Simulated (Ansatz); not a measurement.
Geometry optimisation, RKS PBE0/def2-SVP in Ansatz 0.2.0.

The input (input.yaml):

```yaml
crystal:
  periodic: [false, false, false]
  atoms:
    - { symbol: C, position_ang: [-1.6417, 0.8081, 0.763] }
    - { symbol: Te, position_ang: [0.2656, 0.824, 1.6163] }
    - { symbol: C, position_ang: [-0.00521, 2.87478, 2.08107] }
    - { symbol: C, position_ang: [0.41493, 3.95243, 1.13262] }
    - { symbol: S, position_ang: [-0.48024, 3.26351, 3.3882] }
    - { symbol: H, position_ang: [-2.4333, 1.145, 1.5259] }
    - { symbol: H, position_ang: [-1.6951, 1.5984, -0.0679] }
    - { symbol: H, position_ang: [-1.8925, -0.1361, 0.3437] }
    - { symbol: H, position_ang: [0.75016, 3.41233, 0.15314] }
    - { symbol: H, position_ang: [1.17789, 4.5763, 1.46948] }
    - { symbol: H, position_ang: [-0.53185, 4.51104, 0.8309] }
basis:
  gaussian: { orbitals: def2-SVP }
hamiltonian:
  xc: pbe0
relax:
  f_tol: 0.015
  max_steps: 40
output:
  orbitals: {}
```

Command:

```bash
$ ansatz run input.yaml --threads 2 --pin off --max-ram 3072MiB --backend cpu --events-out ev --progress --plain --runs-dir out
```

Problem. Where does it end, and by what steps?

Solution. It converged. After 24 steps the energy has fallen by 1.860 eV; S5 moved furthest, 1.64 Å. The start is strongly strained (largest force component 11 eV/Å).

```
step  energy less start (eV)  largest force component (eV/Å)  accepted
   0                  0.0000                          11.145       yes
   1                 -1.2016                           4.037       yes
   2                 -1.3277                           1.442       yes
   3                 -1.4171                           0.836       yes
   4                 -1.4287                           0.453       yes
   5                 -1.4444                           0.065       yes
   6                 -1.4641                           0.438       yes
   7                 -1.4916                           0.825       yes
   8                 -1.5533                           0.853       yes
   9                 -1.6358                           0.289       yes
  10                 -1.7016                           0.269       yes
  11                 -1.7507                           0.338       yes
  12                 -1.7829                           0.240       yes
  13                 -1.7900                           0.585       yes
  14                 -1.8089                           0.466       yes
  15                 -1.8418                           0.108       yes
  16                 -1.8511                           0.057       yes
  17                 -1.8573                           0.023       yes
  18                 -1.8370                           0.706        no
  19                 -1.8592                           0.061       yes
  20                 -1.8581                           0.175        no
  21                 -1.8598                           0.058       yes
  22                 -1.8602                           0.036       yes
  23                 -1.8596                           0.091        no
  24                 -1.8604                           0.008       yes
```

```xyz
11
Properties=species:S:1:pos:R:3
C -1.545 0.951 0.502
Te -0.550 0.991 2.416
C 0.265 2.940 2.374
C 0.000 3.780 1.166
S 1.133 3.426 3.660
H -2.318 1.728 0.453
H -0.819 1.071 -0.312
H -2.021 -0.037 0.420
H 0.372 3.286 0.253
H 0.493 4.757 1.276
H -1.083 3.936 1.028
```

Time of the run: 89 s on 2 threads of Arm Neoverse V2 (shared host), peak memory 0.29 GiB.
